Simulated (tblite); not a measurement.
C6H12F2Ge.
Cartesian coordinates in Å at the GFN2-xTB level; atoms count from 1:
```xyz
21
C6H12F2Ge angstrom
F     -1.510   -2.329    1.042
C     -0.846   -1.151    0.756
C     -1.849   -0.098    0.303
C     -1.111    1.185   -0.060
C     -0.092    0.918   -1.160
C      0.908   -0.124   -0.689
F      1.758   -0.415   -1.772
Ge     2.186    0.556    0.705
C      0.203   -1.418   -0.313
H     -0.369   -0.843    1.698
H     -2.391   -0.478   -0.565
H     -2.572    0.083    1.101
H     -1.825    1.943   -0.388
H     -0.592    1.570    0.825
H     -0.594    0.554   -2.060
H      0.441    1.836   -1.421
H      2.187    2.053    0.706
H      1.865    0.089    2.091
H      3.549    0.074    0.348
H     -0.284   -1.838   -1.198
H      0.929   -2.150    0.051
```

Method: GFN2-xTB as coded in tblite; computed harmonic values from a numerical Hessian at the method's own geometry, unscaled. The method is semi-empirical: single wavenumbers can be off by several per cent or more. Modes of hydrogen on germanium can be 10 to 20 % off. One conformer, not necessarily the lowest. The optimisation stopped once no atom felt more than 0.01 eV/Å.

Lowest wavenumbers of the output (negative numbers stand for imaginary wavenumbers):
```
mode    cm-1
  1     -29.1
  2      99.3
  3     108.2
  4     202.8
  5     215.5
  6     260.5
  7     277.1
  8     319.3
  9     375.4
 10     398.6
 11     408.4
 12     471.6
 13     510.6
 14     523.7
 15     549.9
```

Problem. Is this structure a minimum?

Solution. Not by this Hessian. 1 mode is imaginary beyond 20i (29i cm⁻¹), so at this level the point lies at or near a first-order saddle. The curvature is small, so loose convergence or finite differences may be the whole cause.

Problem. Which atoms move in the imaginary mode?

Solution. 29i: H17 (Ge–H hydrogen) 33 %, H18 (Ge–H hydrogen) 32 %, H19 (Ge–H hydrogen) 30 %. These are shares of the mass-weighted motion.

Problem. What is the remedy?

Solution. Step along that mode in both directions, optimise again with tighter thresholds and repeat the frequencies. The zero-point energy of this point (101.8 kcal/mol) counts the 56 real modes alone, and thermal corrections from it aren't those of a minimum.

Hardware: an Arm Neoverse V1 with one thread, shared host with 32 logical CPUs at a one-minute load of 26. Cost: 0.93 s of wall time. This covers the Hessian and the dipole derivatives.
